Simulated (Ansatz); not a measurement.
CH$_{5}$FGeOS, SMILES `[OH][GeH]([SH])[CH2]F`, relaxed with RKS PBE-D4/def2-SVP in Ansatz from a rough embedded geometry. The force threshold is 0.03 eV/Å; the program also tests the step.

Charge 0, multiplicity 1.

Start:

```xyz
10

O    -1.206    1.315   -1.174
Ge    0.140    0.315   -0.569
S     1.754    1.675    0.078
C    -0.345   -0.782    0.898
F    -1.395   -1.639    0.572
H    -1.903    0.581   -1.489
H     0.667   -0.609   -1.731
H     2.628    0.593    0.400
H    -0.797   -0.103    1.720
H     0.456   -1.344    1.295
```

| step | energy (eV) | largest force (eV/Å) | largest move (Å) |
| --- | --- | --- | --- |
| 1 | -73202.0709 | 3.489 | 0.000 |
| 2 | -73202.4458 | 1.560 | 0.146 |
| 3 | -73202.5072 | 0.351 | 0.179 |
| 4 | -73202.5219 | 0.199 | 0.066 |
| 5 | -73202.5239 | 0.113 | 0.066 |
| 6 | -73202.5263 | 0.017 | 0.019 |

End:

```xyz
10

O    -1.143    1.317   -1.146
Ge    0.184    0.233   -0.599
S     1.734    1.716    0.045
C    -0.414   -0.832    0.966
F    -1.374   -1.748    0.542
H    -1.887    0.802   -1.509
H     0.662   -0.700   -1.754
H     2.645    0.733    0.298
H    -0.850   -0.149    1.728
H     0.443   -1.372    1.429
```

Run time 9.5 s (4 threads of an Arm Neoverse V1 on a shared host); peak host memory 0.19 GiB.
